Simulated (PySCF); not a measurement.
This PySCF input asks for the NMR shieldings of `ClC([C@H](CC)C=C=O)(Cl)Cl`, C6H7Cl3O; the geometry comes from GFN2-xTB.

```python
import basis_set_exchange as bse
import numpy as np
from pyscf import gto, dft
from pyscf.prop import nmr

atoms = """
C    -2.044000    0.447114    0.226117
C    -0.997566   -0.656676    0.143836
C     0.419694   -0.082850    0.264867
C     0.737195    0.803694   -0.912296
C     1.168541    2.018999   -0.799476
O     1.523731    3.119510   -0.701514
C     1.474440   -1.191581    0.361856
Cl    3.104709   -0.480474    0.488666
Cl    1.210302   -2.197504    1.804869
Cl    1.439829   -2.244001   -1.064817
H    -1.973891    0.971789    1.176252
H    -3.040017    0.020822    0.142446
H    -1.906862    1.167653   -0.576472
H    -1.092193   -1.184306   -0.805849
H    -1.162787   -1.373459    0.948509
H     0.493574    0.501340    1.187493
H     0.638302    0.371961   -1.894397
"""
names = dict.fromkeys(["C", "O", "Cl", "H"], "pcSseg-1")
basis = {el: gto.basis.parse(bse.get_basis(n, elements=[el], fmt="nwchem")) for el, n in names.items()}
mol = gto.M(atom=atoms, basis=basis, charge=0, verbose=0)
mf = dft.RKS(mol, xc="PBE0")
mf.grids.level = 2
mf.grids.alignment = dft.numint.BLKSIZE   # the property module wants whole blocks of grid points
mf.conv_tol = 1e-9
mf.kernel()

calc = nmr.RKS(mf)   # GIAO
C = mf.mo_coeff
Co = C[:, mf.mo_occ > 0]
resp = mf.gen_response(singlet=True, hermi=2)
def vind(x):   # induced exchange potential for any number of trial vectors
    d = np.einsum("pi,xij,qj->xpq", C, 2 * x.reshape(-1, C.shape[1], Co.shape[1]), Co, optimize=True)
    return np.einsum("xpq,pi,qj->xij", resp(d - d.transpose(0, 2, 1)), C, Co, optimize=True).ravel()
mo1, _ = nmr.rhf.solve_mo1(calc, with_cphf=vind)
sigma = calc.kernel(mo1)
for i, s in enumerate(sigma):   # ppm
    w = np.linalg.eigvalsh((s + s.T) / 2)
    print("%2d %-2s iso %8.1f  s11 %8.1f  s22 %8.1f  s33 %8.1f" % (i, mol.atom_pure_symbol(i), w.mean(), *w))
```

Problem. What are the results?

Solution. 
```
 0 C  iso    172.0  s11    161.9  s22    166.5  s33    187.6
 1 C  iso    156.9  s11    145.0  s22    153.2  s33    172.3
 2 C  iso    123.8  s11     99.2  s22    114.1  s33    158.2
 3 C  iso    165.3  s11    138.3  s22    164.9  s33    192.8
 4 C  iso    -12.8  s11    -98.4  s22    -60.7  s33    120.6
 5 O  iso    -39.1  s11   -216.6  s22    -49.8  s33    149.0
 6 C  iso     57.4  s11     50.1  s22     59.1  s33     63.1
 7 Cl iso    460.8  s11    120.8  s22    321.1  s33    940.4
 8 Cl iso    498.3  s11    161.9  s22    382.3  s33    950.7
 9 Cl iso    544.3  s11    214.5  s22    465.4  s33    953.0
10 H  iso     30.9  s11     26.4  s22     28.8  s33     37.6
11 H  iso     30.4  s11     25.4  s22     27.3  s33     38.6
12 H  iso     30.3  s11     25.1  s22     30.6  s33     35.2
13 H  iso     30.4  s11     25.1  s22     32.0  s33     34.2
14 H  iso     29.3  s11     22.5  s22     31.7  s33     33.7
15 H  iso     29.1  s11     26.4  s22     29.1  s33     31.9
16 H  iso     28.9  s11     24.9  s22     28.0  s33     33.9
```

These numbers come from an equivalent density-fitted implementation of the same equations, which agrees with the script to about 0.01 ppm for H and up to a few tenths of a ppm for heavy atoms, so last digits may differ.

Problem. Turn these shieldings into chemical shifts. Shifts are taken against calculated references (same method and geometry level): 13C (σref 186.93) and 1H (σref 31.72) vs TMS; H2O for 17O (σref 336.08); 35Cl (σref 949.78) against HCl.

Solution. Averaging equivalent atoms: C 4: 199.8; C 6: 129.5; C 2: 63.1; C 1: 30.1; C 3: 21.6; C 0: 14.9; O 5: 375.2; Cl 7/8/9: 449; H 16: 2.82; H 15: 2.59; H 14: 2.41; H 13: 1.32; H 10/11/12: 1.17 ppm. Unscaled 17O shifts of doubly bonded oxygen tend to come out too high, by tens of ppm or more. Experimental scales use liquid or dissolved standards, which lie at an offset from isolated H2O (liquid H2O: subtract about 36 ppm).

Size and cost of the density-fitted run: 226 basis functions, 54 s wall time on 1 thread of an Intel Xeon Platinum 8488C, shared host; peak memory 1.1 GiB.
